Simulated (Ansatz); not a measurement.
`C[O][Al]([OH])[SiH3]` → `[OH][AlH][SiH3]` + `C=O` at 700 K and 1 bar (β-hydride elimination).

Program: Ansatz. Geometries: PBE0-D4/def2-TZVP. ΔE: electronic, gas phase. CCSD(T)/CBS is the MP2 limit (def2-TZVPP, def2-QZVPP) plus CCSD(T) − MP2 in def2-TZVPP, frozen cores. This one scheme is used for every species. Each species was taken in one conformer, which may not be the lowest.

```json
{"species": "`C[O][Al]([OH])[SiH3]`", "CCSD(T)/CBS energy (Eh)": "-723.80257", "H − E (kJ/mol)": "306.1", "S (J/(mol·K))": "542.8"}
{"species": "`[OH][AlH][SiH3]`", "CCSD(T)/CBS energy (Eh)": "-609.31389", "H − E (kJ/mol)": "184.6", "S (J/(mol·K))": "430.8"}
{"species": "`C=O`", "CCSD(T)/CBS energy (Eh)": "-114.39408", "H − E (kJ/mol)": "97.4", "S (J/(mol·K))": "254.3"}
```

H − E and S are ideal-gas, rigid-rotor, harmonic terms from PBE0-D4/def2-TZVP, for one conformer and one mirror image of each species. 1 Eh = 2625.50 kJ/mol, R = 8.31446 J/(mol·K).

Problem. By hand: ΔE, ΔH, ΔS and ΔG.

Solution. ΔE = (-609.31389) + (-114.39408) − (-723.80257) = 0.09460 Eh = 248.4 kJ/mol. Δ(H − E) = 184.6 + 97.4 − 306.1 = -24.1, so ΔH = 224.3 kJ/mol. ΔS = 430.8 + 254.3 − 542.8 = 142.3 J/(mol·K). ΔG = 224.3 − 700 × (142.3)/1000 = 124.7 kJ/mol.

Problem. By hand: the equilibrium constant, and the temperature at which ΔG would vanish if ΔH and ΔS stayed fixed.

Solution. log₁₀ K = −ΔG/(RT ln 10) = -9.3. ΔG = 0 at ΔH/ΔS = 1576 K.

The number of gas molecules changes by +1, which sets the sign of ΔS. A doubt of 5 kJ/mol in ΔE shifts log₁₀ K by 0.4 here. Other conformers and mirror images would add mixing entropy, several J/(mol·K) or more a flexible species. Modes under 60 cm⁻¹, often nearly free rotors, make the harmonic entropy too high. These are equilibria of isolated gas molecules and say nothing of rates. Largest T1 diagnostic: 0.015 (customary marks: 0.02 for closed shells, 0.045 for open ones).
